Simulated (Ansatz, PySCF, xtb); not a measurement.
Dimer: H2O (SMILES O) (first 3 atoms) with CH3F (SMILES CF); geometry from B3LYP-D3(BJ)/def2-TZVP, rigid monomers moved along the line of their centres of mass till H3···F5 is 2.80 Å.
(charge 0, multiplicity 1):
```xyz
8

O     -0.12140    -0.06330     0.58278
H      0.00781     0.63656    -0.06439
H     -0.47988     0.37229     1.36722
C      0.48206    -0.24574     4.60605
F     -0.45362     0.69333     4.14733
H     -0.04959    -0.99870     5.18660
H      0.96436    -0.69470     3.73931
H      1.20796     0.27611     5.22860
```

Counterpoise-corrected where a basis set is named; no monomer relaxation. Rows marked so take none.

Frozen-core correlation. CBS: X⁻³ extrapolation of the correlation energy, Hartree–Fock from the larger set. Rows in 3-21G, 6-31G*, STO-3G carry no dispersion term and start afresh at each structure (6-31G* with six Cartesian d functions). MP2/6-31G* freezes PySCF's default core.

Programs: Ansatz (Gaussian basis) for Hartree–Fock, density functionals and correlated methods; PySCF for 3-21G rows, 6-31G* rows, STO-3G rows; xtb for the GFN methods. Values without a source in brackets are computed.

```csv
level,interaction energy (kcal/mol)
GFN-FF,-2.15
HF/STO-3G (no counterpoise),-0.82
HF/aug-cc-pVDZ,-1.86
PBE/def2-TZVPPD,-1.88
B3LYP/3-21G (no counterpoise),-3.10
B3LYP/def2-TZVPPD,[?]
wB97X-V/def2-TZVPPD,-2.15
MP2/6-31G*,[?]
"MP2/CBS(aug-cc-pVDZ, aug-cc-pVTZ)",-2.13
```

### Question
Fill in the missing entries.

### Answer

- B3LYP/def2-TZVPPD, interaction energy (kcal/mol): -1.63
- MP2/6-31G*, interaction energy (kcal/mol): -1.94

Ansatz is a first-principles code.
